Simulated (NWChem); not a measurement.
System: C$_{3}$H$_{4}$N$_{2}$; SMILES C(#N)/N=C/C

NWChem input:

```
start job
memory heap 200 mb stack 900 mb global 1100 mb
geometry units angstroms noautoz
  C     -0.124641    -2.250550     0.000000
  C      0.341392    -0.845500     0.000000
  N     -0.480373     0.134281     0.000000
  C     -0.049724     1.394945     0.000000
  N      0.221457     2.526591     0.000000
  H      0.272877    -2.779225    -0.882371
  H      0.272877    -2.779225     0.882371
  H     -1.220862    -2.297870     0.000000
  H      1.433558    -0.673195     0.000000
end
basis spherical
  * library def2-svp
end
dft
  xc m06-l
  iterations 150
  mulliken
end
task dft gradient
```

Parts of the log:

```
             Northwest Computational Chemistry Package (NWChem) 7.3.0
             --------------------------------------------------------

 CS  symmetry detected

                             Geometry "geometry" -> ""
                             -------------------------

 Output coordinates in angstroms (scale by  1.889725989 to convert to a.u.)

  No.       Tag          Charge          X              Y              Z
 ---- ---------------- ---------- -------------- -------------- --------------
    1 C                    6.0000    -0.04853353    -2.25034429     0.00000000
    2 C                    6.0000     0.37060507    -0.83059956     0.00000000
    3 N                    7.0000    -0.48322883     0.12136483     0.00000000
    4 C                    6.0000    -0.09466216     1.39562863     0.00000000
    5 N                    7.0000     0.13880686     2.53565232     0.00000000
    6 H                    1.0000     0.36631366    -2.76553322    -0.88237100
    7 H                    1.0000     0.36631366    -2.76553322     0.88237100
    8 H                    1.0000    -1.14257978    -2.33402491     0.00000000
    9 H                    1.0000     1.45644995    -0.62213741     0.00000000

 Effective nuclear repulsion energy (a.u.)     141.7283578191

      Symmetry information
      --------------------

 Group name             Cs
 Group number              2
 Group order               2
 No. of unique centers     8

                                 NWChem DFT Module
                                 -----------------

 Summary of "ao basis" -> "ao basis" (spherical)
 ------------------------------------------------------------------------------
       Tag                 Description            Shells   Functions and Types
 ---------------- ------------------------------  ------  ---------------------
 C                          def2-svp                 6       14   3s2p1d
 N                          def2-svp                 6       14   3s2p1d
 H                          def2-svp                 3        5   2s1p

      Symmetry analysis of basis
      --------------------------

        a'         63
        a"         27

            General Information
            -------------------
          SCF calculation type: DFT
          Wavefunction type:  closed shell.
          No. of atoms     :     9
          No. of electrons :    36
           Alpha electrons :    18
            Beta electrons :    18
          Charge           :     0
          Spin multiplicity:     1
          Use of symmetry is: on ; symmetry adaption is: on
          Maximum number of iterations: 150
          AO basis - number of functions:    90
                     number of shells:    42
          Convergence on energy requested:  1.00D-06
          Convergence on density requested:  1.00D-05
          Convergence on gradient requested:  5.00D-04

              XC Information
              --------------
                        M06-L Method XC Functional
                         M06-L Exchange Functional  1.000
                       M06-L Correlation Potential  1.000

             Grid Information
             ----------------
          Grid used for XC integration:  medium
          Radial quadrature: Mura-Knowles
          Angular quadrature: Lebedev.
          Tag              B.-S. Rad. Rad. Pts. Rad. Cut. Ang. Pts.
          ---              ---------- --------- --------- ---------
          C                   0.70       49          11.0       434
          N                   0.65       49          13.0       434
          H                   0.35       45          12.0       434
          Grid pruning is: on
          Number of quadrature shells:   380
          Spatial weights used:  Erf1

      Superposition of Atomic Density Guess
      -------------------------------------

 Sum of atomic energies:        -223.35991081

      Non-variational initial energy
      ------------------------------

 Total energy =    -226.124197
 1-e energy   =    -581.064998
 2-e energy   =     213.212443
 HOMO         =      -0.329244
 LUMO         =      -0.045164

      Symmetry analysis of molecular orbitals - initial
      -------------------------------------------------

  Numbering of irreducible representations:

     1 a'          2 a"

  Orbital symmetries:

     1 a'          2 a'          3 a'          4 a'          5 a'
     6 a'          7 a'          8 a'          9 a'         10 a'
    11 a"         12 a'         13 a'         14 a"         15 a'
    16 a'         17 a"         18 a'         19 a"         20 a'
    21 a'         22 a"         23 a'         24 a"         25 a'
    26 a'         27 a'         28 a'

     ---------------------------------------------
      Total Density - Mulliken Population Analysis
     ---------------------------------------------

[...]

                         DFT ENERGY GRADIENTS

    atom               coordinates                        gradient
                 x          y          z           x          y          z
   1 C      -0.091715  -4.252534   0.000000   -0.001041  -0.003592   0.000000
   2 C       0.700342  -1.569606   0.000000   -0.001815   0.007050   0.000000
   3 N      -0.913170   0.229346   0.000000    0.001548  -0.007755   0.000000
   4 C      -0.178886   2.637356   0.000000    0.004648   0.018272   0.000000
   5 N       0.262307   4.791688   0.000000   -0.002862  -0.015111   0.000000
   6 H       0.692232  -5.226100  -1.667439    0.000719  -0.000014  -0.001596
   7 H       0.692232  -5.226100   1.667439    0.000719  -0.000014   0.001596
   8 H      -2.159163  -4.410668   0.000000   -0.001249   0.000712   0.000000
   9 H       2.752291  -1.175669   0.000000   -0.000667   0.000451   0.000000
```

Level: M06-L/def2-SVP. Geometry: optimised at PBE0/def2-SVP.
